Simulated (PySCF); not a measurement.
Input of a run (PBE0-D3(BJ)/def2-TZVP geometry optimisation, gas phase (PySCF 2.14.0)), started from GFN2-xTB:
```
{"job": {"xc": "PBE0", "basis": "def2-TZVP", "d3": "d3bj", "grid": 2, "kind": "geom"}, "charge": 0, "multiplicity": 1}
Si     2.544506     0.108989     0.428229
C      1.199728    -0.187816    -0.856912
C     -0.009240    -0.547630    -0.555327
C     -1.217767    -0.836892    -0.184716
Si    -2.534307     0.463988     0.156315
H      3.807554     0.271808    -0.297172
H      2.255834     1.324540     1.195273
H      2.636907    -1.029454     1.345326
H      1.464373    -0.051248    -1.897110
H     -1.511390    -1.874294    -0.089807
H     -3.496179     0.486025    -0.952413
H     -1.908782     1.778004     0.300497
H     -3.235624     0.094465     1.390087
```

Output (energies in Eh, forces in Eh/bohr):
```
step   0  E = -697.72263035  max force = 0.011846
step   1  E = -697.72429052  max force = 0.001380
step   2  E = -697.72436360  max force = 0.001332
step   3  E = -697.72442535  max force = 0.000494
step   4  E = -697.72448043  max force = 0.000963
step   5  E = -697.72464760  max force = 0.002980
step   6  E = -697.72490592  max force = 0.006117
step   7  E = -697.72515011  max force = 0.005432
step   8  E = -697.72558683  max force = 0.001518
step   9  E = -697.72562269  max force = 0.000708
step  10  E = -697.72568422  max force = 0.000539
step  11  E = -697.72574727  max force = 0.001126
step  12  E = -697.72580543  max force = 0.000859
step  13  E = -697.72584002  max force = 0.000468
step  14  E = -697.72585175  max force = 0.000317
optimisation converged
```

Question: Summarise the run.

Answer: The energy falls by 8.5 kJ/mol over 15 energy and gradient evaluations, the largest force component goes from 0.0118 to 3.2e-04 Eh/bohr, and the atoms move by 0.547 Å rms after alignment. The bond that changes most is Si1–C2 (SiH3 silicon to outer carbon of cumulated double bonds), which shortens by 0.024 Å. Bonds longer at the end by more than 0.005 Å: 8 of 12; shorter: 2. Among the angles that change most is C2–Si1–H6, from 107.2° to 110.6°. Among the dihedrals that turn most is H8–Si1–C2–H9, from -129° to 178°. The energy never rose by more than 1e-6 Eh on the way. The first step brought 52 % of the lowering.

Question: What are the final bond lengths?

Answer: Si1–C2 1.859 Å, C2=C3 1.302 Å, C3=C4 1.302 Å, C4–Si5 1.860 Å, Si1–H6 1.488 Å, Si1–H7 1.488 Å, Si1–H8 1.484 Å, C2–H9 1.089 Å, C4–H10 1.089 Å, Si5–H11 1.488 Å, Si5–H12 1.484 Å, Si5–H13 1.487 Å. Numbering counts from 1 in the input's order; the species is `[SiH3]C=C=C[SiH3]`.

The run used 215 basis functions and 102 SCF cycles in all. The run took 2.0 min on one thread of an AMD EPYC 9R45, no GPU (shared host), and the process peaked at 0.88 GiB of memory.

PBE0-D3(BJ)/def2-TZVP frequencies: not computed here.
